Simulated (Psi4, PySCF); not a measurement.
dimethyl thioether (C$_{2}$H$_{6}$S), singlet, geometry from GFN2-xTB. Base run: PySCF with PBE/6-31G, TDA.

The PySCF input:
```python
from pyscf import gto, scf, dft, tdscf

mol = gto.Mole()
mol.atom = '''
    C    -0.007850    1.377404   -0.513607
    S     0.002549   -0.002333    0.664816
    C     0.003874   -1.373765   -0.523307
    H    -0.009534    2.291986    0.069400
    H     0.883687    1.332437   -1.133295
    H    -0.903678    1.324796   -1.126468
    H     0.010004   -2.292417    0.053236
    H    -0.892387   -1.324474   -1.135809
    H     0.894977   -1.316832   -1.142635
'''
mol.basis = '6-31g'
mol.charge = 0
mol.spin = 0
mol.verbose = 4
mol.build()

mf = dft.RKS(mol)
mf.xc = 'pbe'
mf.kernel()
td = mf.TDA()
td.nstates = 5
td.kernel()
td.analyze()
```

Programs used: Psi4, PySCF; a row that names a program was run with it.

Each row names what was changed in the base input (with any setting that the change needs).

```csv
change,first excitation (eV),oscillator strength of the first,second (eV)
base,5.97,0.000,6.79
nstates = 10,5.97,0.000,6.79
basis = 6-31G*,5.57,0.000,6.79
nstates = 2,5.97,0.000,6.79
response = full linear response,5.96,0.000,6.78
functional = camb3lyp,6.24,0.000,7.66
code = psi4,5.97,0.000,6.78
conv_tol = 1e-3,5.97,0.000,6.79
functional = blyp,5.90,0.000,6.62
functional = pbe0,6.24,0.000,7.62
guess vectors = 13 for 5 states,5.97,0.000,6.79
```

An iterative solver can miss low states, so a row lists the states that it found.
